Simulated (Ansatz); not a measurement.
Ga₅Sb₄H₁₆⁻, a cluster cut from zinc blende GaSb (hydrogen-capped). Charge -1, multiplicity 1. Geometry r2SCAN-D4/def2-SVP, basis def2-TZVP, Ansatz.

```csv
atom,x (Å),y (Å),z (Å)
Ga1,-1.9214,-0.5740,-2.6529
Ga2,0.7660,2.8380,-1.5485
Ga3,-2.1011,1.1544,1.5334
Ga4,-0.3973,-3.0409,1.2794
Ga5,2.2806,0.3734,2.3902
Sb6,-1.4841,1.5075,-1.0550
Sb7,-0.4424,-2.4234,-1.3512
Sb8,2.4859,1.3026,-0.1392
Sb9,-0.1985,-0.5848,2.2817
H10,-1.2699,-0.3919,-4.0732
H11,-3.4051,-1.0792,-2.5110
H12,1.2058,2.7420,-3.0559
H13,0.7651,4.2231,-0.8011
H14,-3.4971,0.4313,1.6180
H15,-1.8594,2.5124,2.2922
H16,-1.8212,-3.6448,1.5703
H17,0.9002,-3.8974,1.5196
H18,2.3380,1.6614,3.2928
H19,3.3604,-0.7603,2.5431
H20,-2.6650,2.6161,-1.6048
H21,-0.5308,-3.8854,-2.2345
H22,1.1782,-2.1077,-1.7819
H23,4.0547,1.9549,-0.3355
H24,2.7899,-0.0654,-1.1125
H25,-0.5316,-0.8617,3.9364
```

| run | HOMO (eV) | LUMO (eV) |
| --- | --- | --- |
| A | -3.21 | 0.83 |
| B | -2.96 | 0.74 |
| C | -5.75 | 3.02 |
| D | -3.88 | 1.40 |
| E | -5.89 | 3.21 |
| F | -3.29 | 0.60 |

In the def2 sets Sb takes a core potential; there is no spin–orbit coupling. Single mean-field runs in def2-TZVP are fitted with def2-universal-jkfit.

The runs used B97M-V, PBE, PBE0, r2SCAN, ωB97M-V, ωB97X-V. Estimate which is which.

A r2SCAN (0 % exact exchange); B PBE (0 % exact exchange); C ωB97M-V (range-separated); D PBE0 (25 % exact exchange); E ωB97X-V (range-separated); F B97M-V (0 % exact exchange). Exact exchange lowers occupied and raises empty levels; among semilocal functionals meta-GGAs tend to open the gap a little, and such runs are hard to tell apart. The gap grows from 3.70 eV (PBE) to 9.10 eV (ωB97X-V).
